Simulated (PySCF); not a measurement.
19F chemical shifts

Non-relativistic Hamiltonian, no solvent, fast rotation and ring inversion assumed for equivalent nuclei, single conformer. Shielding tensors at PBE0/pcSseg-1 (GIAO); GFN2-xTB geometry; PySCF.

Shieldings were converted by a linear fit to measured shifts: 19F (scatter 6.0 ppm rms, 7.0 ppm with the 5 outliers that the fit left out vs CFCl3, solution or neat liquid, with a term for F on sp3 carbon). Occasional misses reach two or three times the rms, and more in compound classes unlike the fitted ones.

**Question.** Give the 19F shifts of `FCCC1=C(F)C1`, `CC#CCC(F)F`, `C[SiH2][C@H](C)[SiH2]CC(F)(F)F`, `CC1=CC(F)(F)C1`, `FCC1=CC[C@@H]1F`, `FCC1=C(F)CC1`.

**Answer.** 
```tsv
compound	environment	δ (ppm)
[F:1][CH2:2][CH2:3][C:4]1=[C:5]([F:6])[CH2:7]1	F6: vinylic fluorine	-147.3
[F:1][CH2:2][CH2:3][C:4]1=[C:5]([F:6])[CH2:7]1	F1: fluorine on an sp3 carbon	-217.8
CC#CCC(F)F	fluorine of a CF2 group (×2)	-111.2
C[SiH2][C@H](C)[SiH2]CC(F)(F)F	fluorine of a CF3 group (×3)	-57.3
CC1=CC(F)(F)C1	fluorine of a CF2 group (×2)	-106.3
[F:1][CH2:2][C:3]1=[CH:4][CH2:5][C@@H:6]1[F:7]	F7: fluorine on an sp3 carbon	-182.8
[F:1][CH2:2][C:3]1=[CH:4][CH2:5][C@@H:6]1[F:7]	F1: fluorine on an sp3 carbon	-214.6
[F:1][CH2:2][C:3]1=[C:4]([F:5])[CH2:6][CH2:7]1	F5: vinylic fluorine	-86.0
[F:1][CH2:2][C:3]1=[C:4]([F:5])[CH2:6][CH2:7]1	F1: fluorine on an sp3 carbon	-218.9
```
